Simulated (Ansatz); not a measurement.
Isomers of C2H5Te

2 of its isomers, all doublets with charge 0: A = `CC[Te]`; B = `[CH2][Te]C`.

Shapes, held fixed at every level: PBE0-D4/def2-TZVP. Flexible molecules stand in one conformer, not always the lowest. Programs: Ansatz 0.2.0.

Electronic energies in kJ/mol, without zero-point or thermal terms.

```csv
level,kind,B − A
HF/def2-TZVPP,Hartree–Fock,+129.9
PBE-D4/def2-TZVPP,GGA,+106.6
r2SCAN-D4/def2-TZVPP,meta-GGA,+105.5
r2SCAN0-D4/def2-TZVPP,global hybrid,+114.0
B2PLYP/def2-TZVPP,double hybrid,+117.9
MP2/def2-SVP,perturbation theory,+163.0
MP2/def2-TZVPP,perturbation theory,+129.0
CCSD(T)/def2-TZVPP,coupled cluster or CI,+119.2
```

The highest level, CCSD(T)/def2-TZVPP, puts A lowest of these. All levels agree on that. The B − A difference spans +105.5 to +163.0 kJ/mol over the levels. Open shells run unrestricted unless RO is named. For atoms past krypton def2 sets carry core potentials with scalar relativity. Correlated rows may include outer-core shells of Te, which these sets cover unevenly.
